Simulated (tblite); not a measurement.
Run record: nudged-elastic-band run, `BCC(=C)C`.

Computed with GFN2-xTB (tblite), gas phase: nudged elastic band of 9 images (0 to 8), spring 0.2 eV/Å², climbing image at the end, force threshold 0.05 eV/Å. The top image wasn't refined or checked by frequencies; at this threshold it can lie a kcal/mol or more above the true saddle point of the method. The input is one job of a driver script: a line of settings, then coordinates in Å. «atoms» counts from 0 and names the dihedral (B1–C2–C3–C5 when counted from 1); «turn» is the rotation in degrees that makes the guess of the end point.

Command:
```bash
OMP_NUM_THREADS=1 python probes_run.py task.json out
```

Input:
```
{"job": {"kind": "neb", "xc": "GFN2-xTB", "basis": "xTB", "atoms": [0, 1, 2, 4], "turn": 120}, "charge": 0, "multiplicity": 1}
B      1.644989    -1.047387     0.627922
C      0.720024    -0.560899    -0.545870
C     -0.347127     0.429587    -0.179615
C     -0.256520     1.716513    -0.474237
C     -1.516308    -0.142679     0.563096
H      2.483699    -1.828825     0.394392
H      1.520945    -0.638991     1.716051
H      1.360594    -0.137547    -1.326321
H      0.252109    -1.437075    -1.008548
H     -1.018419     2.422320    -0.188829
H      0.585859     2.121136    -1.010617
H     -1.171149    -0.673159     1.449637
H     -2.047473    -0.859310    -0.064128
H     -2.211901     0.635841     0.864977
```

Output:
```
image   E - E0 / eV
  0      -0.0000
  1       0.0246
  2       0.0762
  3       0.1134
  4       0.1260
  5       0.1038
  6       0.0644
  7       0.0205
  8       0.0001
```

Q: Read off the barriers.

A: The highest image is 4: 0.126 eV (2.91 kcal/mol) above the start and 0.126 eV (2.90 kcal/mol) above the end. The band met its force threshold.

Q: Which dihedral does each image have?

A: 0: -75°, 1: -56°, 2: -38°, 3: -19°, 4: 1°, 5: 20°, 6: 38°, 7: 57°, 8: 75°.

Q: Give the geometry of the highest image and of the end point.

A: 
Image 4:
```
atom  x, y, z in Å
B1      1.276   -1.548    0.474
C2      0.965   -0.279   -0.393
C3     -0.301    0.519   -0.174
C4     -0.583    1.582   -0.913
C5     -1.230    0.063    0.907
H6      2.271   -2.127    0.260
H7      0.579   -1.942    1.324
H8      1.818    0.405   -0.299
H9      1.003   -0.573   -1.449
H10    -1.484    2.154   -0.761
H11     0.064    1.930   -1.701
H12    -0.700    0.007    1.856
H13    -1.606   -0.933    0.676
H14    -2.072    0.742    1.012
```

Image 8:
```
atom  x, y, z in Å
B1      1.092   -1.704   -0.124
C2      1.081   -0.134   -0.049
C3     -0.270    0.520   -0.076
C4     -0.746    1.131   -1.149
C5     -1.052    0.413    1.198
H6      2.120   -2.260   -0.071
H7      0.104   -2.318   -0.244
H8      1.614    0.181    0.855
H9      1.687    0.244   -0.879
H10    -1.725    1.581   -1.161
H11    -0.180    1.204   -2.063
H12    -0.541    0.945    2.001
H13    -1.135   -0.632    1.495
H14    -2.050    0.829    1.086
```

The run took 2.0 s wall on one thread of an Intel Xeon Platinum 8488C, shared host, and the process peaked at 0.18 GiB of memory.
